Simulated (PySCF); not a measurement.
An EPR property job and its printed output. Input:

```
{"job": {"kind": "epr", "basis": "pcH-1"}, "charge": 0, "multiplicity": 2}
C      1.368128     0.537781    -0.365225
C      0.448015    -0.273046     0.069451
B     -1.081666     0.033669     0.086651
Cl    -1.700753     1.525143    -0.489486
Cl    -2.181464    -1.143228     0.696240
H      2.425066     0.586225    -0.488105
H      0.726006    -1.261640     0.463396
```

Computed with UKS B3LYP, pcH-1 on B C Cl H, non-relativistic, mean-field spin-orbit, GIAO (PySCF 2.14.0). Isolated species at its GFN2-xTB geometry, gas phase. Couplings are sensitive to structure, and on GFN2-xTB geometries they can be far from those on DFT ones.

Output of the driver script. Atoms in this output count from 0.

```
UKS, coarse grid
  cycle   1  E = -1022.63244498  |g| = 2.77e-01
  cycle   2  E = -1022.63031132  |g| = 2.69e-01
  cycle   3  E = -1022.66500778  |g| = 5.20e-02
  cycle   4  E = -1022.66602459  |g| = 2.31e-02
  cycle   5  E = -1022.66629772  |g| = 9.43e-03
  cycle   6  E = -1022.66635931  |g| = 4.71e-03
  cycle   7  E = -1022.66638204  |g| = 1.61e-03
  cycle   8  E = -1022.66639052  |g| = 1.20e-03
  cycle   9  E = -1022.66639204  |g| = 2.66e-04
UKS, final grid
  cycle   1  E = -1022.66636892  |g| = 1.74e-04
  cycle   2  E = -1022.66636899  |g| = 1.52e-04
  cycle   3  E = -1022.66636901  |g| = 7.88e-05
  cycle   4  E = -1022.66636904  |g| = 7.28e-05
  cycle   5  E = -1022.66636904  |g| = 1.30e-05
E = -1022.66636904 Eh   <S^2> = 0.7602 (exact 0.7500)
g shifts (ppm)      1          2          3
  rmc          -145       -145       -145
  gc             23         14         12
  oz_so        -951       -367       2098
  total       -1073       -498       1965
hyperfine (MHz)  atom isotope    a_iso     a_fc   dipolar eigenvalues
    0   13C     308.81     308.93    -84.25    -61.15    145.39
    1   13C      -4.26      -4.28    -17.87      2.83     15.04
    2   11B      77.21      77.23     -4.50     -2.61      7.10
    3  35Cl      -0.15      -0.13     -2.44     -0.07      2.50
    4  35Cl      -0.73      -0.71     -2.06      0.53      1.54
    5    1H      44.69      44.69    -33.01     -7.57     40.58
    6    1H     203.74     203.74     -5.28     -2.12      7.41
```

|g| in the SCF lines is the orbital gradient. In the g block, columns 1 to 3 are the principal axes in rising order; rmc is the relativistic mass correction, gc the gauge correction and oz_so the orbital-Zeeman/spin–orbit term. a_fc is the Fermi-contact part of a_iso, the rest being spin–orbit.

Q: What does the output say about convergence, stability and spin contamination?

A: The SCF converged after 14 cycles in all, 9 of them on the coarse grid; no stability test was run. The unrestricted determinant has ⟨S²⟩ = 0.7602 (exact 0.7500), so spin contamination is small.

Q: What are the principal g values and g_iso?

A: Adding the total shifts to 2.002319 gives 2.00125, 2.00182, 2.00428; their mean shift is 131 ppm, so g_iso = 2.00245.

Q: Which couplings shape the isotropic spectrum at natural abundance (0.05 mT or more)? Keep the log's numbering.

A: atom 6 (1H, I = 1/2): 203.7 MHz = 7.27 mT in magnitude, a 1:1 doublet; atom 2 (11B, I = 3/2): 77.2 MHz = 2.75 mT in magnitude, a 1:1:1:1 quartet; atom 5 (1H, I = 1/2): 44.7 MHz = 1.59 mT in magnitude, a 1:1 doublet. Together 16 lines to first order. Main isotope only: 11B (natural samples also hold 20 % 10B, magnetic too, which adds its own pattern).

Q: What are the principal values of the full tensor of atom 5 (1H)?

A: a_iso plus each dipolar eigenvalue: 11.71, 37.12, 85.25 MHz.

The species is `[H]/[C]=C/B(Cl)Cl` [radical]. The run used 165 basis functions and 12 iterations of the response equations. 

On Arm Neoverse V2, one thread, no GPU, shared host, this took 17 s.

Conformer computed: `[H]/[C:1]=[CH:2]/[B:3]([Cl:4])[Cl:5]`: C1–C2–B3–Cl4 0°.
Labels such as C1 count atoms from 1, the log's own numbers from 0.
